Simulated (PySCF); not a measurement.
Compound: C6H3N2O (doublet state).
Structure used (GFN2-xTB), in Å, numbered top down from 1:
```
atom  x, y, z in Å
N1     1.2670    3.5522   -0.6559
C2     0.9314    2.4612   -0.4083
C3     0.5206    1.2426   -0.1128
C4     0.3008   -0.0118    0.1631
C5     1.3823   -1.0374    0.0627
O6     1.2275   -2.1820    0.3781
C7    -1.0485   -0.5601    0.5870
C8    -1.9150   -0.6405   -0.5645
N9    -2.5848   -0.6966   -1.4875
H10    2.3373   -0.6437   -0.3162
H11   -1.5163    0.0826    1.3370
H12   -0.9011   -1.5672    0.9913
```

The hyperfine couplings belong to this conformer and change with its torsions.

As a line formula: `N#C/[C]=C(\C=O)CC#N` [radical].

Level of theory: PySCF, UKS B3LYP, pcH-1 on C H N O, non-relativistic, mean-field spin-orbit, GIAO. Geometry: GFN2-xTB, one conformer, isolated molecule. Couplings are sensitive to structure, and on GFN2-xTB geometries they can be far from those on DFT ones. Stability of the SCF solution: not tested. ⟨S²⟩ is 0.776 where a pure state has 0.75.

Task: Give the principal g shifts and their parts.

Result: 
```
                    Δg (ppm)     1     2     3
relativistic mass correction  -188  -188  -188
            gauge correction    29    12    39
   orbital Zeeman/spin–orbit  -223    29  1456
                       total  -382  -148  1307
```

So g = 2.00194, 2.00217, 2.00363 and g_iso = 2.00258; the tensor is close to axial: the two nearest values differ by 14 % of g3 − g1. 

Task: What effective moment and Curie constant follow for a powder?

Result: With the mean of g² = 4.0103 and S(S+1) = 0.75: μ_eff = √(⟨g²⟩S(S+1)) = 1.734 μB and χT = 0.12505·⟨g²⟩·S(S+1) = 0.376 cm³ K/mol (cgs; spin-Hamiltonian part alone).

Task: At 94.016 GHz, how far is the centre of the isotropic spectrum from where a free electron (g = 2.002319) resonates?

Result: B = hν/(g μB) with μB/h = 13.99624 MHz/mT gives 3354.72 mT for the free electron and 3354.29 mT at g_iso, 0.43 mT lower.

Task: How much does each term add to the isotropic shift?

Result: The orbital-Zeeman/spin–orbit term 421, the mass correction -188 and the gauge correction 27 ppm, for a total of 259 ppm. The orbital-Zeeman/spin–orbit term is the largest in size. The mass correction is the same along every axis, so the anisotropy comes from the other two: their spans along these axes are 27 (gauge) and 1680 ppm (orbital Zeeman/spin–orbit).

Task: In a frozen sample, at which fields do the three g values resonate at 9.5, 34, 94 and 263 GHz (hyperfine left aside), and which band first spreads them over more than twice a line width of 0.3 mT?

Result: 
| band | GHz | B(g3) mT | B(g2) mT | B(g1) mT | spread mT |
| --- | --- | --- | --- | --- | --- |
| X | 9.5 | 338.76 | 339.01 | 339.05 | 0.29 |
| Q | 34.0 | 1212.41 | 1213.29 | 1213.44 | 1.02 |
| W | 94.0 | 3351.97 | 3354.40 | 3354.79 | 2.83 |
| J | 263.0 | 9378.37 | 9385.19 | 9386.29 | 7.92 |

The spread grows in proportion to the frequency. Q band is the first where it exceeds 0.6 mT.

The Mulliken spin populations are largest on C3 (+0.82), N1 (+0.48), C2 (-0.24) and C4 (-0.17).

The HOMO–LUMO gaps are 3.69 eV among the α and 4.17 eV among the β orbitals.
